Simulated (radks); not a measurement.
The numbers below are computed, except where a source is named.
Initial-state core-level shifts of the copper ion Cu+ when its valence configuration changes from [Ar] 3d10. Code: a radial shooting solver on a logarithmic mesh with Libxc functionals. Model: scalar-relativistic Kohn-Sham, r2SCAN, spin-polarised, spherical densities, finite nucleus; open shells are filled with parallel spins first; meta-GGA in the generalised Kohn-Sham scheme; Fermi nuclear charge, rms radius 3.8823 fm. Shifts are changes of the shell-averaged eigenvalues in eV (positive: less bound); the change of the density at the nucleus, which sets a Mossbauer isomer shift, is in e/bohr^3, on a base of 2.238e+04.

| valence | 1s | 2s | 2p | 3s | density at nucleus |
|---|---|---|---|---|---|
| 3d9 4p1 | -7.998 | -8.529 | -8.483 | -8.026 | +1.661 |
| 3d9 4s1 | -6.197 | -6.846 | -6.793 | -6.234 | +12.089 |
| 3d8.5 4p1.5 | -12.347 | -13.239 | -13.165 | -12.277 | +2.878 |
| 3d8 4s2 | -13.911 | -15.385 | -15.273 | -13.668 | +27.855 |
| 3d8 4p2 | -16.927 | -18.243 | -18.138 | -16.665 | +4.354 |
| 3d7 4s2 4p1 | -24.199 | -26.619 | -26.447 | -23.252 | +35.425 |
| 3d6 4s2 4p2 | -35.214 | -38.773 | -38.544 | -33.058 | +44.241 |
| 3d7.5 4s1.5 4p1 | -19.626 | -21.521 | -21.380 | -19.084 | +25.408 |
| 3d9.5 4s0.5 | -2.973 | -3.275 | -3.250 | -3.016 | +5.599 |
